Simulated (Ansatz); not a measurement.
`[AlH2][O][GaH2]` + `PP` → `P[PH][GaH2]` + `[OH][AlH2]`  (ligand exchange at a Ga–O bond)

Calculated with Ansatz (gas phase, PBE0-D4/def2-TZVP geometries, no zero-point term in ΔE). CBS: MP2 limit from def2 TZ/QZ plus the TZ coupled-cluster correction, frozen cores. This one scheme is used for every species. Functionals use def2-TZVPP. For Ga outer-core shells are correlated without core-valence functions, which leaves a few kJ/mol of doubt a bond. Scalar relativity is left out up to krypton. One conformer a species, not always the lowest.

| level | ΔE (kcal/mol) |
| --- | --- |
| BHLYP-D4 | 10.2 |
| CCSD(T)/def2-TZVPP | 8.7 |

(1) What does CCSD(T)/CBS give? (An estimate is asked.)

Largest T1 diagnostic among the species: 0.015.

Answers

(1) The calculation gave: +6.5 kcal/mol. The listed levels differ from it by 3.7, 2.2 kcal/mol.

The D4 term adds −1.9 kcal/mol with B3LYP and −1.0 kcal/mol with PBE0; it sums over pairs of atoms, weighted by their polarisabilities, and B3LYP, whose exchange is more repulsive, gets the larger term. In def2-TZVPP, CCSD(T) changes the Hartree–Fock value by −8.0 kcal/mol (the triples alone add −1.5 kcal/mol) and MP2 by −9.1 kcal/mol. At CCSD(T), def2-SVP lies +7.8 kcal/mol from the extrapolated value and def2-TZVPP +2.2 kcal/mol.

B3LYP here is the variant with VWN-RPA as its local correlation; programs differ in this.
